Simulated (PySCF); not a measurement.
A structure optimised at B3LYP-D3(BJ)/def2-SVP, used in a PySCF frequency run:

```xyz
18

C     -1.6957    -1.1324     0.1537
C     -0.9157     0.1609    -0.1142
C     -0.8133     1.0057     1.1588
C      0.4242    -0.1707    -0.7659
C      1.6271     0.7341    -0.7267
C      1.6414    -0.5736     0.0281
H     -1.8140    -1.7279    -0.7658
H     -1.1651    -1.7592     0.8898
H     -2.7016    -0.9213     0.5512
H     -1.4876     0.7521    -0.8542
H     -0.2656     0.4754     1.9551
H     -0.3086     1.9672     0.9804
H     -1.8182     1.2292     1.5498
H      0.2963    -0.7176    -1.7075
H      1.5709     1.6551    -0.1408
H      2.2359     0.8218    -1.6309
H      1.5885    -0.5267     1.1193
H      2.2618    -1.3910    -0.3498
```

### Question
Write its SMILES and formula.

### Answer
CC(C)C1CC1, C₆H₁₂

### Question
What are its rotational constants (standard atomic weights)?

### Answer
5.5651, 2.6163, 2.2048 GHz
